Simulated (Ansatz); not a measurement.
The Pb1–H2 bond of CH4OPb (SMILES C[O][PbH]) is stretched (multiplicity 1, the rest rigid).
Geometry at rest (charge 0, multiplicity 1):
```xyz
7

Pb    -0.18088    -0.24648     0.34041
H     -1.22800    -0.74184    -1.13818
O      1.00529     1.06933    -0.77911
C      0.89711     1.34866    -2.15569
H      0.71053     2.41845    -2.30634
H      1.83700     1.10003    -2.66239
H      0.08796     0.78793    -2.63935
```

Frozen-core correlation. Filled d and f shells under p-block atoms count as core.

Programs: Ansatz (Gaussian orbitals). Values without a source in brackets are computed. In def2 rows elements past Kr take small-core potentials, without spin–orbit coupling.

Energies above the point at 1.878 Å (the B3LYP-D3(BJ) bond length), FIC-MRCISD+Q on CASSCF(2,2)/def2-TZVPP (kcal/mol): 4.64 at 1.690 Å; 2.88 at 2.066 Å; 61.20 at 6.011 Å.

Take the last value as the depth D of a Morse curve D(1 − e^(−a(R − R₀)))², fit a and R₀ to the two near points, and test it at 2.536 and 3.287 Å.


With D = 61.2, both near points (counted from the curve's value at 1.878 Å) are met by a = 1.30 Å⁻¹ and R₀ = 1.878 Å, so k = 2Da² = 206 kcal/(mol Å²). The curve then gives 20.2 and 43.1 kcal/mol; the level itself gives 21.0 and 47.1, so Morse is off by -0.8 and -4.0.

Ansatz is a first-principles code.
